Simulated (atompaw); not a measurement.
## Building the PAW (atompaw) potential for Mo (Z = 42) (PBE, scalar-relativistic).

* Element: molybdenum
* Generator: atompaw 4.2.0.5
* Type: PAW
* Functional: PBE
* Relativity: scalar-relativistic
* Frozen core: [Ar] 3d10
* Valence charge: 14
* Reference configuration: 4s2 4p6 4d4.5 5s0 5p0 (charge +1.5)
* Partial waves: 4s (bound): rc 1.35 bohr; 5s (bound, empty): rc 2.15 bohr; 4p (bound): rc 1.60 bohr; 5p (bound, empty): rc 2.15 bohr; 4d (bound): rc 2.15 bohr; 4d channel at -1 Ry: rc 2.15 bohr
* Local potential: ultrasoft scheme with l = 3 at 0.5 Ry, radius 1.85 bohr
* Core correction: smooth core density matched at 1.25 bohr
* Augmentation charge: besselshape compensation charge, radius 2.10 bohr; PAW radius 2.15 bohr; waves and projectors: custom polynom vanderbiltortho

All-electron outer shells of the reference configuration (PBE, scalar-relativistic, ld1.x):

```
shell  level (eV)  outermost node (bohr)  outermost maximum (bohr)
   3d     -233.31                      –                      0.32
   4s      -76.66                   0.51                      0.99
   4p      -50.76                   0.52                      1.08
   4d      -15.38                   0.53                      1.37
   5s      -13.61                   1.33                      2.72
   5p       -9.13                   1.51                      3.32
```

**Question.** Estimate the cutoffs (Ry, on a coarse ladder) from which the occupation-weighted sum of valence levels, in a spherical-Bessel basis at the reference potential, stays within 10 and 1 mRy of its value at 400 Ry.

**Answer.** 35 Ry and 55 Ry.

**Question.** Does the potential have ghost states?

**Answer.** No extra level below or beside the all-electron valence levels (s, p, d, f tested).

**Question.** Is the overlap operator S = 1 + Σ q|β⟩⟨β| positive definite (Bessel basis up to 400 Ry)?

**Answer.** Yes: its lowest eigenvalue is 0.62 (p channel).
